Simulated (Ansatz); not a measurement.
An input meant for ReSe2⁺ (charge 1, singlet).

```yaml
crystal:
  periodic: [false, false, false]
  atoms:
    - {symbol: Re, position_ang: [-0.442908, -0.754926, -0.004625]}
    - {symbol: Se, position_ang: [-1.271463, 1.252820, 0.088116]}
    - {symbol: Se, position_ang: [1.714371, -0.497894, -0.083491]}
basis:
  gaussian: {orbitals: def2-TZVP}
total_charge: 1
magnetization: {spin_polarized: true, initial_magnetization: 8}
hamiltonian: {xc: {name: BLYP}, dispersion: d3bj}
scf: {lower_state_search: off}
output: {forces: true}
```

```sh
$ ansatz run in.yaml --threads 4 --pin off --events-out ev --progress --plain --max-ram 3916MiB
```

Output, abridged:

```
Functional definition: BLYP
1116 factors; their error is unknown
mean field evaluation 1: about -132807.5522 eV, gradient 4.4e1 eV
mean field evaluation 2: about -132760.5605 eV, gradient 9.6e1 eV
mean field evaluation 4: about -132816.6454 eV, gradient 8.1e0 eV
mean field evaluation 8: about -132816.9950 eV, gradient 1.2e-1 eV
mean field evaluation 16: about -132816.9357 eV, gradient 7.3e-4 eV
mean field -132816.93572024 eV, -4880.9323611665 hartree, gradient 9.2e-7 eV, S^2 20.006603; 0 other end points of the search recorded, 0 dependent functions left out
reference -132816.93600917 eV, -4880.9323717844 hartree; 45, 37 occupied and 91, 99 virtual orbitals, 1116 factors
Total energy: -132817.23316378 eV, -4880.9432920149 hartree
Atom 0 at    -0.442908    -0.754926    -0.004625 Å, force    -5.688146    -9.695287    -0.059397 eV/Å
Atom 1 at    -1.271463     1.252820     0.088116 Å, force    -3.986210     8.852510     0.422260 eV/Å
Atom 2 at     1.714371    -0.497894    -0.083491 Å, force     9.674356     0.842776    -0.362863 eV/Å
Dipole moment:     0.039190     0.066798     0.000409 e Å
Checks for a lower state left out: stability, starts, cluster_reference, orbital_swaps, neighbouring_geometries, increment
```

(1) What is wrong with this run?

Answers

(1) The spin is set far too high (8 unpaired electrons typed, 0 in the singlet as meant). The calculation finished and met its thresholds. The result belongs to that input, not to the species as meant.
